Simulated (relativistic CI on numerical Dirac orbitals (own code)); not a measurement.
## Co³⁺ in a cubic cluster: L2,3 absorption with charge transfer

Computed with a charge-transfer multiplet model of a cubic metal-ligand cluster with up to 2 ligand holes, Slater and spin-orbit integrals from Dirac-Coulomb-Breit ions, Slater integrals scaled by 0.9. The ground state mixes d6 with configurations of k ligand holes L, whose averages lie at kΔ + k(k − 1)U_dd/2; a core hole lowers each added d electron by U_cd. 300 K, Lorentzian 0.4 eV and Gaussian 0.3 eV FWHM.

Atomic integrals in eV (Slater integrals scaled, ζ unscaled), ground: F2dd 11.345, F4dd 7.087, zeta_d 0.071; with the core hole: F2dd 12.032, F4dd 7.520, zeta_d 0.093, zeta_core 9.664, F2cd 7.139, G1cd 5.417, G3cd 3.080.

Cluster parameters (eV): U_dd = 7.3, U_cd = 9.2, 10Dq = 1.2, 10Dq(ligand) = 0.8, V(eg) = 2.2, V(t2g) = -1.2, final-state hopping factor = 0.9.

| Case | n_d | d6 | d7L | d8L2 | S |
| --- | --- | --- | --- | --- | --- |
| Δ = 1 eV | 6.41 | 0.61 | 0.36 | 0.03 | 1.97 |
| Δ = 3 eV | 6.26 | 0.75 | 0.24 | 0.01 | 2.00 |
| Δ = 4 eV | 6.21 | 0.80 | 0.20 | 0.01 | 2.00 |
| Δ = 5 eV | 6.17 | 0.83 | 0.16 | 0.01 | 2.00 |
| Δ = 6 eV | 6.14 | 0.86 | 0.13 | 0.00 | 2.00 |

Weights, n_d and S are thermal averages at 300 K. Photon energies count from the first peak over 30 % of the highest in each spectrum, which can be another peak from case to case. The parameters are a model scan and need not match a compound or its usual spin state. Peaks in eV (height, largest 100):
- Δ = 1 eV: -2.3 (27), -1.8 (24), 0.0 (100), 1.6 (30), 4.4 (10), 6.3 (7), 13.5 (10), 14.4 (10), 15.2 (28), 16.0 (17), 17.3 (7)
- Δ = 3 eV: -2.5 (23), -1.8 (25), 0.0 (100), 13.5 (11), 15.1 (30), 16.1 (15), 17.9 (6)
- Δ = 4 eV: -2.6 (22), -1.7 (26), 0.0 (100), 2.6 (19), 13.6 (11), 15.1 (33), 18.3 (6)
- Δ = 5 eV: -2.6 (21), -1.6 (27), 0.0 (100), 1.3 (49), 2.9 (19), 4.1 (12), 13.6 (11), 15.1 (34), 18.6 (7)
- Δ = 6 eV: -2.6 (20), -1.6 (27), 0.0 (100), 1.4 (51), 3.1 (20), 4.4 (11), 13.5 (11), 15.1 (35), 18.7 (7)

For the case Δ = 4 eV, Δ = 4 eV is smaller than U_dd = 7.3 eV, the charge-transfer side of the Zaanen-Sawatzky-Allen scheme. With the core hole the configuration with one ligand hole lies at Δ + U_dd − U_cd = -0.9, 1.1, 2.1, 3.1, 4.1 eV from the one without, in the order of the table; where this is negative the screened configuration lies lower, though the effective hopping of about 3.1 eV (from the holes of the mixed ground state) mixes the two strongly wherever it is as large as the gap.
